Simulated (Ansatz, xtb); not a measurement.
This singlet lies 1.55 eV below the relaxed triplet at the level composite: frozen-core CCSD(T) with HF/cc-pVQZ and the correlation energy extrapolated as X^-3 from cc-pVTZ and cc-pVQZ, plus CCSDT(Q) minus CCSD(T) in cc-pVDZ // PBE0-D3(BJ)/def2-TZVP (Ansatz, an electronic-structure program).

Computed with GFN2-xTB in xtb 6.7.1.

```
xtb start.xyz --ohess tight --gfn 2 --chrg 0 --uhf 0 --iterations 400

# start.xyz
5

C      0.845945    -0.454767     0.326861
N     -0.512980    -0.030344     0.233562
H      1.483588     0.176071    -0.306695
H     -0.667506     0.966103     0.024716
H     -1.149046    -0.657064    -0.278444
```

Output:

```
[...]
 * total energy  :    -6.4752697 Eh     change       -0.7508898E-06 Eh
   gradient norm :     0.0006239 Eh/α   predicted    -0.8487295E-06 (  13.03%)
   *** GEOMETRY OPTIMIZATION CONVERGED AFTER 10 ITERATIONS ***
  Final Singlepoint                |
           -------------------------------------------------

          ...................................................
          :                      SETUP                      :
          :.................................................:
          :  # basis functions                  11          :
          :  # atomic orbitals                  11          :
          :  # shells                            7          :
          :  # electrons                        12          :
          :  max. iterations                   400          :
          :  Hamiltonian                  GFN2-xTB          :
          :  restarted?                      false          :
          :  GBSA solvation                  false          :
          :  PC potential                    false          :
          :  electronic temp.          300.0000000     K    :
          :  accuracy                    1.0000000          :
          :  -> integral cutoff          0.2500000E+02      :
          :  -> integral neglect         0.1000000E-07      :
          :  -> SCF convergence          0.1000000E-05 Eh   :
          :  -> wf. convergence          0.1000000E-03 e    :
          :  Broyden damping             0.4000000          :
          :  net charge                          0          :
          :  unpaired electrons                  0          :
          ...................................................

 iter      E             dE          RMSdq      gap      omega  full diag
   1     -6.5598620 -0.655986E+01  0.148E-05    2.84       0.0  T
   2     -6.5598620 -0.373035E-13  0.880E-06    2.84    5080.7  T
   3     -6.5598620 -0.115463E-13  0.188E-06    2.84   23754.7  T

   *** convergence criteria satisfied after 3 iterations ***

         #    Occupation            Energy/Eh            Energy/eV
      -------------------------------------------------------------
         1        2.0000           -0.6391001             -17.3908
         2        2.0000           -0.5826042             -15.8535
         3        2.0000           -0.5542851             -15.0829
         4        2.0000           -0.4704168             -12.8007
         5        2.0000           -0.4630223             -12.5995
         6        2.0000           -0.3359198              -9.1408 (HOMO)
         7                         -0.2315060              -6.2996 (LUMO)
         8                          0.0196215               0.5339
         9                          0.1275919               3.4720
        10                          0.2854295               7.7669
        11                          0.4552951              12.3892
      -------------------------------------------------------------
                  HL-Gap            0.1044138 Eh            2.8412 eV
             Fermi-level           -0.2837129 Eh           -7.7202 eV


         :::::::::::::::::::::::::::::::::::::::::::::::::::::
         ::                     SUMMARY                     ::
         :::::::::::::::::::::::::::::::::::::::::::::::::::::
         :: total energy              -6.475269726821 Eh    ::
         :: gradient norm              0.000651564080 Eh/a0 ::
         :: HOMO-LUMO gap              2.841243203422 eV    ::
         ::.................................................::
         :: SCC energy                -6.559862014243 Eh    ::
         :: -> isotropic ES            0.004483708510 Eh    ::
         :: -> anisotropic ES          0.000098770643 Eh    ::
         :: -> anisotropic XC          0.007535846996 Eh    ::
         :: -> dispersion             -0.001034464950 Eh    ::
         :: repulsion energy           0.084592287422 Eh    ::
         :: add. restraining           0.000000000000 Eh    ::
         :: total charge              -0.000000000000 e     ::
         :::::::::::::::::::::::::::::::::::::::::::::::::::::

           -------------------------------------------------
          |                Numerical Hessian                |
           -------------------------------------------------
step length          :   0.00500
SCC accuracy         :   0.30000
Hessian scale factor :   1.00000
frozen atoms in %    :   0.00000    0
RMS gradient         :   0.00065
estimated CPU  time      0.00 min
estimated wall time      0.00 min

writing file <hessian>.

 projected vibrational frequencies (cm⁻¹)
eigval :       -0.00     0.00     0.00     0.00     0.00     0.00
eigval :      791.04  1025.02  1030.79  1326.40  1469.36  1540.20
eigval :     2783.50  3108.50  3380.61
           -------------------------------------------------
          |                Property Printout                |
           -------------------------------------------------

    * Orbital Energies and Occupations

         #    Occupation            Energy/Eh            Energy/eV
      -------------------------------------------------------------
         1        2.0000           -0.6391001             -17.3908
         2        2.0000           -0.5826042             -15.8535
         3        2.0000           -0.5542851             -15.0829
         4        2.0000           -0.4704168             -12.8007
         5        2.0000           -0.4630222             -12.5995
         6        2.0000           -0.3359198              -9.1408 (HOMO)
         7                         -0.2315060              -6.2996 (LUMO)
         8                          0.0196215               0.5339
         9                          0.1275919               3.4720
        10                          0.2854295               7.7669
        11                          0.4552951              12.3892
      -------------------------------------------------------------
                  HL-Gap            0.1044138 Eh            2.8412 eV
             Fermi-level           -0.2837129 Eh           -7.7202 eV

     #   Z          covCN         q      C6AA      α(0)
     1   6 C        1.832    -0.171    36.097     9.706
     2   7 N        2.630    -0.128    23.795     7.245
     3   1 H        0.922    -0.002     3.096     2.752
     4   1 H        0.859     0.135     1.506     1.923
     5   1 H        0.860     0.167     1.293     1.781

 Mol. C6AA /au·bohr⁶  :        224.670952
 Mol. C8AA /au·bohr⁸  :       4825.445627
 Mol. α(0) /au        :         23.406747

Wiberg/Mayer (AO) data.
largest (>0.10) Wiberg bond orders for each atom

 ---------------------------------------------------------------------------
     #   Z sym  total        # sym  WBO       # sym  WBO       # sym  WBO
 ---------------------------------------------------------------------------
     1   6 C    2.711 --     2 N    1.687     3 H    0.977
     2   7 N    3.570 --     1 C    1.687     5 H    0.950     4 H    0.933
     3   1 H    1.000 --     1 C    0.977
     4   1 H    0.982 --     2 N    0.933
Molecule has the following symmetry elements: (sigma)
It seems to be the Cs point group
     5   1 H    0.972 --     2 N    0.950
 ---------------------------------------------------------------------------

Topologies differ in total number of bonds
Writing topology from bond orders to xtbtopo.mol

molecular dipole:
                 x           y           z       tot (Debye)
 q only:       -0.709       0.221      -0.008
   full:       -0.977       0.797      -0.030       3.207
molecular quadrupole (traceless):
                xx          xy          yy          xz          yz          zz
 q only:        0.369       0.615       0.208      -0.025      -0.031      -0.577
  q+dip:        0.980       2.403      -0.100      -0.096      -0.034      -0.880
   full:        0.735       2.394      -0.884      -0.093       0.037       0.149

           -------------------------------------------------
          |                Geometry Summary                 |
           -------------------------------------------------

      molecular mass/u    :       29.0412614
   center of mass at/Å    :        0.1058907      -0.2192327       0.0084867
  moments of inertia/u·Å² :        0.2424363E+01   0.1474206E+02   0.1716642E+02
rotational constants/cm⁻¹ :        0.6953428E+01   0.1143506E+01   0.9820118E+00

 * 3 selected distances

     #   Z          #   Z                                           value/Å
     1   6 C        2   7 N                                       1.2948449 (max)
     2   7 N        4   1 H                                       1.0264267
     2   7 N        5   1 H                                       1.0134750 (min)

 * 2 distinct bonds (by element types)

   Z      Z             #   av. dist./Å        max./Å        min./Å
   1 H    7 N           2     1.0199509     1.0264267     1.0134750
   6 C    7 N           1     1.2948449     1.2948449     1.2948449

           -------------------------------------------------
          |               Frequency Printout                |
           -------------------------------------------------
 projected vibrational frequencies (cm⁻¹)
eigval :       -0.00     0.00     0.00     0.00     0.00     0.00
eigval :      791.04  1025.02  1030.79  1326.40  1469.36  1540.20
eigval :     2783.50  3108.50  3380.61
 reduced masses (amu)
   1: 10.40   2: 11.09   3: 10.05   4:  9.03   5: 11.60   6:  3.08   7:  4.11   8:  2.00
   9:  1.86  10:  4.27  11:  8.93  12:  5.42  13:  1.80  14:  1.70  15:  1.79
 IR intensities (km·mol⁻¹)
   1: 14.85   2: 15.19   3: 17.95   4: 22.38   5:  0.75   6:  3.29   7:198.42   8: 26.46
   9:  1.57  10: 14.61  11: 10.93  12:  7.03  13:206.87  14: 75.11  15:  0.52
 Raman intensities (Ä⁴*amu⁻¹)
   1:  0.00   2:  0.00   3:  0.00   4:  0.00   5:  0.00   6:  0.00   7:  0.00   8:  0.00
   9:  0.00  10:  0.00  11:  0.00  12:  0.00  13:  0.00  14:  0.00  15:  0.00
 output can be read by thermo (or use thermo option).
 writing <g98.out> molden fake output.
 recommended (thermochemical) frequency scaling factor: 1.0
           -------------------------------------------------
          |             Thermodynamic Functions             |
           -------------------------------------------------

cs  symmetry found (for desy threshold:  0.10E+00) used in thermo

          ...................................................
          :                      SETUP                      :
          :.................................................:
          :  # frequencies                           9      :
          :  # imaginary freq.                       0      :
          :  linear?                             false      :
          :  only rotor calc.                    false      :
          :  symmetry                               cs      :
          :  rotational number                       1      :
          :  scaling factor                  1.0000000      :
          :  rotor cutoff                   50.0000000 cm⁻¹ :
          :  imag. cutoff                  -20.0000000 cm⁻¹ :
          :.................................................:

    mode    ω/cm⁻¹     T·S(HO)/kcal·mol⁻¹    T·S(FR)/kcal·mol⁻¹   T·S(vib)
   ------------------------------------------------------------------------
   ------------------------------------------------------------------------

   temp. (K)  partition function   enthalpy   heat capacity  entropy
                                   cal/mol     cal/K/mol   cal/K/mol   J/K/mol
 298.15  VIB   1.04                  104.779      1.646      0.430
         ROT  0.189E+04              888.752      2.981     17.976
         INT  0.197E+04              993.532      4.627     18.405
         TR   0.151E+27             1481.254      4.968     36.016
         TOT                        2474.7856     9.5947    54.4215   227.6996

       T/K    H(0)-H(T)+PV         H(T)/Eh          T*S/Eh         G(T)/Eh
   ------------------------------------------------------------------------
    298.15    0.394382E-02    0.414320E-01    0.258574E-01    0.155746E-01
   ------------------------------------------------------------------------

         :::::::::::::::::::::::::::::::::::::::::::::::::::::
         ::                  THERMODYNAMIC                  ::
         :::::::::::::::::::::::::::::::::::::::::::::::::::::
         :: total free energy          -6.459695099538 Eh   ::
         ::.................................................::
         :: total energy               -6.475269726820 Eh   ::
         :: zero point energy           0.037488216748 Eh   ::
         :: G(RRHO) w/o ZPVE           -0.021913589465 Eh   ::
         :: G(RRHO) contrib.            0.015574627283 Eh   ::
         :::::::::::::::::::::::::::::::::::::::::::::::::::::

optimized geometry written to: xtbopt.xyz

           -------------------------------------------------
          | TOTAL ENERGY               -6.475269726820 Eh   |
          | TOTAL ENTHALPY             -6.433837688122 Eh   |
          | TOTAL FREE ENERGY          -6.459695099538 Eh   |
          | GRADIENT NORM               0.000651560791 Eh/α |
          | HOMO-LUMO GAP               2.841242984702 eV   |
           -------------------------------------------------

------------------------------------------------------------------------
```

Cost: roughly 0.05 core-seconds.
